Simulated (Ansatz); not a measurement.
Cost and result for the atomization energy of C$_{5}$H$_{15}$GeNO$_{2}$ (`C[O][GeH]([NH]C(C)C)[O]C`) (24 atoms, 23 bonds).

Cartesian coordinates in Å:
```
C 2.6776 1.7188 1.1991
O 1.6375 2.2897 0.4420
Ge 0.1041 1.4254 0.3311
N 0.3594 -0.2448 -0.3136
C -0.2626 -1.4484 0.2055
C -1.4602 -1.8895 -0.6262
C 0.7613 -2.5675 0.3303
O -0.7558 2.5009 -0.7775
C -2.0464 2.1411 -1.2015
H 3.5737 2.3246 1.0472
H 2.8986 0.6900 0.8894
H 2.4502 1.7131 2.2736
H -0.6161 1.2841 1.6862
H 0.7356 -0.3423 -1.2450
H -0.6219 -1.2074 1.2138
H -2.2156 -1.1019 -0.6696
H -1.9239 -2.7888 -0.2122
H -1.1495 -2.1147 -1.6515
H 1.5971 -2.2557 0.9590
H 1.1593 -2.8309 -0.6550
H 0.3158 -3.4679 0.7606
H -2.4210 2.9358 -1.8508
H -2.7483 2.0327 -0.3629
H -2.0490 1.2037 -1.7722
```

Total charge 0; spin multiplicity 1. Correlated methods include outer-core shells of Ge, which these sets cover unevenly. Scalar relativity is left out up to krypton. All single points use the PBE0-D4/def2-TZVP geometry. It is one conformer, not always the lowest. Program: Ansatz. All runs use 6 threads of an AMD EPYC 7R13 on a shared host and a share of an NVIDIA H100 80 GB. Times are those of one run each, without the atoms' runs, and a repeat can differ threefold. Electronic energies, without spin–orbit coupling; frozen cores. CCSD(T)/CBS adds CCSD(T) − MP2 in def2-TZVPP to the MP2 limit, and its time is that of the two runs behind it. T1 = 0.011. With those shells the extrapolation isn't a true limit. B3LYP takes the VWN-RPA correlation (the form of Gaussian; ORCA's B3LYP/G). HSE06 is the plane-wave form, built on full-range PBE exchange.

CCSD(T)/CBS is a level of theory with its own doubt, some kJ/mol a heavy atom from the limit and from the frozen cores, so smaller differences don't rank the functionals.

```tsv
level	functions	wall time	atomization (kcal/mol)	difference from CCSD(T)/CBS	per bond
LDA (SPW92)/def2-TZVPP	506	1.9 s	2493.0	314.0	13.7
revPBE-D4/def2-TZVPP	506	2 s	2161.9	-17.1	-0.7
PBE-D4/def2-TZVPP (with forces)	506	2.3 s	2214.8	35.8	1.6
r2SCAN-D4/def2-TZVPP (with forces)	506	2.6 s	2176.8	-2.2	-0.1
B3LYP-D4/def2-TZVPP (with forces)	506	3.1 s	2174.3	-4.7	-0.2
HSE06-D4/def2-TZVPP	506	3.9 s	2179.8	0.8	0.0
PBE-QIDH/def2-TZVPP	506	4.6 s	2163.1	-15.9	-0.7
BHLYP-D4/def2-TZVPP	506	4.8 s	2114.1	-64.9	-2.8
CCSD(T)/def2-SVP	219	7 s	2070.1	-108.9	-4.7
ωB97X-V/def2-TZVPP	506	8.5 s	2182.4	3.4	0.1
MP2/def2-QZVPP	995	12 s	2185.6	6.6	0.3
CCSD(T)/def2-TZVPP	506	4.5 min	2128.2	-50.8	-2.2
CCSD(T)/CBS(def2)	–	4.7 min	2179.0	0.0	0.0
```

From r2SCAN to r2SCAN0 (25 % exact exchange), in def2-TZVPP and without D4, the atomization energy moves by −30.7 kcal/mol: exact exchange takes away binding that semilocal exchange gives to molecules. The D4 term adds +21.0 kcal/mol with B3LYP and +11.5 kcal/mol with PBE0; it sums over pairs of atoms, weighted by their polarisabilities, and B3LYP, whose exchange is more repulsive, gets the larger term. At CCSD(T), def2-SVP lies −108.9 kcal/mol from the extrapolated value and def2-TZVPP −50.7 kcal/mol: correlation converges slowly with the basis, and small sets miss more of it in the bonded molecule than in its fragments.
